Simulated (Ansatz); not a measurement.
A run for Ansatz (an electronic-structure program): U-PBE0/def2-TZVPP on HF+, 2S+1 = 2, a spin state set in the input, which need not be the lowest. Charge +1.

Ansatz 0.2 input:
```yaml
crystal:
  periodic: [false, false, false]
  atoms:
    - {symbol: H, position_ang: [0.00000000, 0.00000000, 0.00000000]}
    - {symbol: F, position_ang: [0.00000000, 0.00000000, 0.83600000]}
basis:
  gaussian:
    orbitals: def2-TZVPP
hamiltonian:
  xc: {name: PBE0}
total_charge: 1
magnetization: {spin_polarized: true, initial_magnetization: 1}
relax: {f_tol: 0.002, max_steps: 120}
```

Problem. Give the final energy of this run.

Solution. -99.8106 hartree.
